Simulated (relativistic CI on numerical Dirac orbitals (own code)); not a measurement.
One change at a time: Tb²¹⁺

Base calculation: Dirac-Coulomb-Breit CI, separate exchange-only KLI orbitals for each configuration, model QED, unscaled Slater integrals.

CI space (outside the closed core [Ar] 3d10): 4s²4p⁶4d⁸, 4s²4p⁵4d⁹, 4s²4p⁶4d⁷4f, 4s4p⁶4d⁹, 4s²4p⁵4d⁸4f, 4s²4p⁶4d⁷5s, 4s4p⁶4d⁸4f, 4s²4p⁶4d⁷5p, 4s²4p⁶4d⁶4f5s, 4s²4p⁶4d⁷5d, 4s²4p⁶4d⁶5s5p, 4s²4p⁵4d⁸5s, 4s²4p⁶4d⁷5f, 4s²4p⁶4d⁷6s, 4s²4p⁶4d⁷6p, 4s²4p⁶4d⁷6d, 4s²4p⁵4d⁸5d, 4s4p⁶4d⁷4f5s, 4p⁶4d⁹4f, 4s²4p⁶4d⁷6f, 4s4p⁶4d⁸5p, 4s²4p⁶4d⁷7p, 4s4p⁶4d⁷5s5p, 4s²4p⁶4d⁷7f, 4s²4p⁵4d⁸6s, 4p⁶4d¹⁰, 4p⁵4d¹⁰4f, 4s²4p⁶4d⁶5s², 4s²4p⁶4d⁵4f5s², 4s²4p⁵4d⁶4f5s², 4s4p⁶4d⁶4f5s². Double excitations out of closed p, d and f shells are left out; levels of such configurations are missing from the list, as are those of other unlisted configurations, and high levels can miss mixing partners. These lack a partner that the ground configuration has and come out too high: 4s²4p⁵4d⁸5s, 4s²4p⁵4d⁸5d, 4s²4p⁵4d⁸6s.

Variants: (1) Breit term removed; (2) only the first 3 configurations. Shifts of the energy above 4s²4p⁶4d⁸ ³F4, in cm⁻¹, for the lowest level and the first level of each name with at least 55 % of one term (blank where a level changes its place among those of its configuration and J or its character, or is not in the variant):

```
           Level     Base   Δ(1)    Δ(2)
   4s²4p⁶4d⁸ ³F4        0      0       0
   4s²4p⁶4d⁸ ³F3    56786  +1342    -519
   4s²4p⁶4d⁸ ³P0    69468   -122   -3500
   4s²4p⁶4d⁸ ³P1    92925  +1083   -1529
   4s²4p⁶4d⁸ ¹G4    97400  +1521    +441
   4s²4p⁶4d⁸ ¹S0   209453  +2149   -7654
  4s²4p⁵4d⁹ ³F°4  1090519  +3615  -13301
  4s²4p⁵4d⁹ ³D°3  1099195  +3404  -14538
  4s²4p⁵4d⁹ ³P°1  1156109  +3363  -16352
  4s²4p⁵4d⁹ ³P°0  1177868  +4464  -15087
4s²4p⁶4d⁷4f ⁵G°5  1182945  +2017  -21467
4s²4p⁶4d⁷4f ⁵G°6  1187009  +2655  -21474
4s²4p⁶4d⁷4f ⁵I°8  1218231  +2835  -21821
4s²4p⁶4d⁷4f ⁵D°0  1237585  +1304  -20932
```

At this charge energies of transitions that change n are usually good to better than 1 %, and those within a shell (Δn = 0) to a few per cent. Terms inside the open d or f shell come out 10 to 20 % too wide with unscaled integrals.

Ionisation energy from the two ground configurations alone: base 690.107 eV; Breit term removed 690.292 eV. The NIST ASD value (theoretical) is 690 eV.

LS names give the leading component of a level, which can be under half, so a name can repeat, a term be missing and a line seem to break the LS rules.
